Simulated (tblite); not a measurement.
Compound: C4H11AsOSi2.
Atom-mapped SMILES: `[CH2:1]=[C:2]([SiH3:3])[C@@H:4]([AsH2:5])[SiH2:6][CH:7]=[O:8]` (hydrogens: H9, H10 on C1; H11, H12, H13 on Si3; H14 on C4; H15, H16 on As5; H17, H18 on Si6; H19 on C7)

Computed with GFN2-xTB (tblite), gas phase: L-BFGS steps from a force-field or distance-geometry start until the largest atomic force falls under 0.01 eV/Å.

Step 66: E = -652.2227 eV
```
atom  x, y, z in Å  |  force x, y, z in eV/Å
C1     -2.1202   -0.6573    0.1915    0.000  -0.002   0.009
C2     -1.0864    0.0537    0.6333    0.010  -0.016   0.014
Si3    -1.3309    1.3725    1.9708   -0.020   0.009   0.010
C4      0.2899   -0.1738    0.1004    0.019  -0.051   0.032
As5     0.8109   -2.1158    0.2133   -0.039   0.035   0.021
Si6     0.4677    0.3851   -1.7130   -0.002   0.023   0.005
C7      2.3352    0.0936   -2.0634   -0.007  -0.010  -0.025
O8      3.1989    0.8154   -1.6343   -0.019  -0.002  -0.030
H9     -2.0074   -1.4222   -0.5699    0.023   0.005   0.001
H10    -3.1192   -0.5032    0.5637    0.005   0.001   0.002
H11    -2.1897    2.4328    1.4363    0.018   0.002  -0.005
H12    -0.0273    1.9210    2.3561   -0.007   0.004  -0.022
H13    -1.9640    0.7733    3.1491   -0.003  -0.021  -0.021
H14     1.0258    0.3891    0.6829   -0.014  -0.010   0.025
H15     0.9505   -2.0952    1.7171   -0.010   0.001  -0.018
H16     2.2759   -1.8165    0.0866    0.029  -0.021  -0.004
H17    -0.3051   -0.4406   -2.6534    0.016   0.014   0.020
H18     0.1572    1.8102   -1.8302    0.007   0.025  -0.040
H19     2.6281   -0.8130   -2.6447   -0.006   0.013   0.029
```

Step 67: E = -652.2236 eV
```
atom  x, y, z in Å  |  force x, y, z in eV/Å
C1     -2.1213   -0.6642    0.1994    0.005  -0.004   0.006
C2     -1.0876    0.0503    0.6353    0.005  -0.005   0.012
Si3    -1.3321    1.3755    1.9670   -0.003  -0.003   0.001
C4      0.2874   -0.1753    0.0986    0.006   0.003   0.005
As5     0.8119   -2.1126    0.1969   -0.010  -0.008   0.021
Si6     0.4670    0.3933   -1.7140   -0.016   0.014   0.025
C7      2.3338    0.0890   -2.0524    0.057   0.027  -0.008
O8      3.1959    0.8245   -1.6411   -0.062  -0.053  -0.062
H9     -2.0094   -1.4312   -0.5597    0.024  -0.002  -0.006
H10    -3.1192   -0.5115    0.5744   -0.003   0.003   0.005
H11    -2.1872    2.4357    1.4289    0.006   0.012  -0.014
H12    -0.0278    1.9227    2.3502    0.001   0.007  -0.019
H13    -1.9660    0.7823    3.1469   -0.011  -0.028  -0.009
H14     1.0227    0.3870    0.6823   -0.004  -0.006   0.029
H15     0.9566   -2.1040    1.7003   -0.011   0.002  -0.015
H16     2.2774   -1.8094    0.0676    0.008  -0.027   0.002
H17    -0.3071   -0.4259   -2.6591    0.014   0.014   0.024
H18     0.1651    1.8208   -1.8271    0.011   0.016  -0.036
H19     2.6301   -0.8376   -2.6020   -0.017   0.039   0.038
```

Step 68: E = -652.2243 eV
```
atom  x, y, z in Å  |  force x, y, z in eV/Å
C1     -2.1213   -0.6677    0.2022    0.007  -0.009   0.004
C2     -1.0880    0.0484    0.6363   -0.001   0.001   0.012
Si3    -1.3330    1.3767    1.9647    0.008  -0.007  -0.004
C4      0.2871   -0.1756    0.0992   -0.004   0.031  -0.009
As5     0.8114   -2.1101    0.1895    0.011  -0.045   0.018
Si6     0.4669    0.3979   -1.7129   -0.021   0.011   0.037
C7      2.3327    0.0874   -2.0478    0.054   0.038  -0.004
O8      3.1955    0.8296   -1.6506   -0.050  -0.038  -0.054
H9     -2.0096   -1.4358   -0.5558    0.028  -0.005  -0.010
H10    -3.1191   -0.5165    0.5775   -0.006   0.008   0.009
H11    -2.1846    2.4373    1.4238   -0.004   0.019  -0.019
H12    -0.0286    1.9235    2.3463    0.008   0.009  -0.015
H13    -1.9667    0.7867    3.1453   -0.018  -0.032   0.000
H14     1.0213    0.3857    0.6851    0.001  -0.002   0.027
H15     0.9597   -2.1086    1.6924   -0.013   0.003  -0.012
H16     2.2780   -1.8082    0.0587   -0.005  -0.027   0.004
H17    -0.3081   -0.4182   -2.6601    0.013   0.013   0.027
H18     0.1675    1.8261   -1.8231    0.013   0.014  -0.035
H19     2.6290   -0.8493   -2.5784   -0.020   0.019   0.022
```

Step 69: E = -652.2254 eV
```
atom  x, y, z in Å  |  force x, y, z in eV/Å
C1     -2.1211   -0.6716    0.2021    0.001  -0.021   0.004
C2     -1.0885    0.0447    0.6372   -0.005   0.008   0.015
Si3    -1.3345    1.3778    1.9599    0.014  -0.002  -0.003
C4      0.2881   -0.1770    0.1031   -0.015   0.043  -0.013
As5     0.8118   -2.1089    0.1820    0.032  -0.085   0.011
Si6     0.4666    0.4043   -1.7071   -0.015   0.019   0.045
C7      2.3307    0.0871   -2.0435    0.072   0.083   0.013
O8      3.1972    0.8419   -1.6784   -0.074  -0.053  -0.059
H9     -2.0093   -1.4415   -0.5540    0.037  -0.006  -0.014
H10    -3.1197   -0.5215    0.5758   -0.005   0.016   0.013
H11    -2.1797    2.4391    1.4121   -0.017   0.024  -0.020
H12    -0.0296    1.9242    2.3390    0.019   0.013  -0.009
H13    -1.9679    0.7951    3.1435   -0.027  -0.036   0.005
H14     1.0198    0.3816    0.6945    0.002   0.002   0.015
H15     0.9666   -2.1177    1.6838   -0.016   0.005  -0.004
H16     2.2796   -1.8086    0.0485   -0.019  -0.026   0.007
H17    -0.3105   -0.4056   -2.6580    0.012   0.012   0.032
H18     0.1678    1.8333   -1.8066    0.016   0.015  -0.040
H19     2.6227   -0.8674   -2.5415   -0.014  -0.008   0.003
```

Question: Estimate the geometry and energy of step 70. (The exact step hangs on the optimiser's Hessian estimate; all steps are aligned on step 69, rigid shifts and turns removed.)

Answer: E = -652.2266 eV, largest force 0.126 eV/Å
```
atom  x, y, z in Å  |  force x, y, z in eV/Å
C1     -2.1198   -0.6749    0.2002    0.007  -0.021   0.009
C2     -1.0886    0.0422    0.6380   -0.023   0.002   0.011
Si3    -1.3361    1.3784    1.9561    0.015   0.009  -0.002
C4      0.2900   -0.1765    0.1084   -0.021   0.035  -0.012
As5     0.8100   -2.1077    0.1787    0.051  -0.115  -0.006
Si6     0.4665    0.4109   -1.6996    0.006   0.024   0.042
C7      2.3289    0.0895   -2.0433   -0.015   0.036   0.006
O8      3.2001    0.8503   -1.7087    0.009   0.049  -0.016
H9     -2.0063   -1.4453   -0.5550    0.043  -0.006  -0.015
H10    -3.1199   -0.5265    0.5711    0.001   0.023   0.016
H11    -2.1743    2.4411    1.4010   -0.027   0.022  -0.015
H12    -0.0306    1.9249    2.3322    0.026   0.014   0.000
H13    -1.9686    0.7993    3.1416   -0.034  -0.032   0.006
H14     1.0188    0.3784    0.7070    0.005   0.007   0.000
H15     0.9709   -2.1243    1.6788   -0.020   0.007   0.010
H16     2.2801   -1.8147    0.0428   -0.031  -0.021   0.009
H17    -0.3116   -0.3962   -2.6516    0.006   0.008   0.031
H18     0.1652    1.8394   -1.7928    0.018   0.022  -0.042
H19     2.6154   -0.8790   -2.5127   -0.016  -0.063  -0.032
```

The energy changes by -0.0012 eV. The first-order estimate −F·Δx gives -0.0018 eV and the mean of the old and new forces, exact on a quadratic surface, -0.0013 eV. The step makes an angle of 82° with the force vector and moves no atom by more than 0.032 Å.

What follows is the cost of the whole relaxation. Time: 9.9 s wall, 8.6 s CPU. Hardware: an Intel Xeon at 2.50 GHz with one thread, shared host.
